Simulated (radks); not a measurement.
Results of a calculation; reference values are marked as such.
The technetium anion Tc- inside a hard spherical wall (all orbitals vanish at R), configuration held at [Kr] 4d6 5s2 and not refilled when levels cross. Level of theory: scalar-relativistic Kohn-Sham, PBEsol, spin-unpolarised, spherical densities, finite nucleus; Fermi nuclear charge, rms radius 4.4112 fm (a radial shooting solver on a logarithmic mesh with Libxc functionals). Eigenvalues in eV, with the zero of energy where the potential of the charges vanishes at infinity; a dash marks a level that is unbound or too diffuse for the functional's potential to be trusted. A positive occupied level is held by the wall or, in an anion where self-interaction has pushed it up, behind a barrier. The pressure on the wall is -dE/dV.

R (bohr)  E (hartree)  kinetic (hartree)    e(4s)    e(4p)   e(5s)   e(4d)  e(5p, empty)  e(6s, empty)  pressure (GPa)
12        -4283.37009           4422.389  -64.625  -36.722   0.864   1.211         3.232         4.421          0.0176
7         -4283.31934           4422.614  -62.860  -34.959   2.463   2.855         6.089        13.463            1.99
4         -4282.49172           4425.555  -52.972  -25.385  14.500  11.816        22.368        59.121             149
3         -4280.16194           4433.345  -39.929  -12.908  38.986  25.229        52.462        131.80            1230
2.5       -4276.23201           4446.391  -26.087    0.936  73.711  41.511        92.354        219.25            4660
1.5       -4223.64580           4596.420   81.377   117.85  399.84  178.06        433.31        884.01          161000
